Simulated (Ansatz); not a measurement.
Consider the formal loss of a carbene: `C[O][In]([CH3])[OH]` → `[CH2]` (triplet) + `[CH3][In]([OH])[OH]`.

Program: Ansatz. Geometries: PBE0-D4/def2-TZVP. ΔE: electronic, gas phase. CCSD(T)/CBS adds triple-zeta CCSD(T) − MP2 to the extrapolated MP2 energy (def2 sets, frozen cores). This one scheme is used for every species. Functionals use def2-TZVPP. B3LYP here is the variant with VWN-RPA as its local correlation; programs differ in this. Triplets are unrestricted, without spin–orbit coupling. def2 core potentials past Kr. For In outer-core shells are correlated without core-valence functions, which leaves a few kJ/mol of doubt a bond. Each species was taken in one conformer, which may not be the lowest.

```
             level  ΔE (eV)  difference from CCSD(T)/CBS
         revPBE-D4     3.81                        -0.04
          BHLYP-D4     3.73                        -0.12
          PBE-QIDH     3.81                        -0.04
              PBE0     3.80                        -0.05
             B3LYP     3.76                        -0.09
             BHLYP     3.66                        -0.19
         CAM-B3LYP     3.84                        -0.01
RPA@PBE/def2-TZVPP     3.75                        -0.10
       HF/def2-SVP     2.64                        -1.21
     CCSD/def2-SVP     3.74                        -0.11
       CCSD(T)/CBS     3.85                            0
```

Largest T1 diagnostic among the species: 0.016.

From BLYP to BHLYP (50 % exact exchange), in def2-TZVPP and without D4, ΔE moves by −0.08 eV. Leaving LDA and LC-ωPBE aside and taking each functional with its dispersion term where it has one, the values, not all of them listed here, spread over 0.42 eV, from r2SCAN0-D4 to ωB97X-V. LDA lies +0.73 eV from PBE without D4. In def2-TZVPP, CCSD(T) changes the Hartree–Fock value by +1.31 eV (the triples alone add +0.11 eV) and MP2 by +1.38 eV.

CCSD(T)/CBS has its own doubt, a few kJ/mol and more with outer-core shells, so smaller differences from it don't rank the levels.
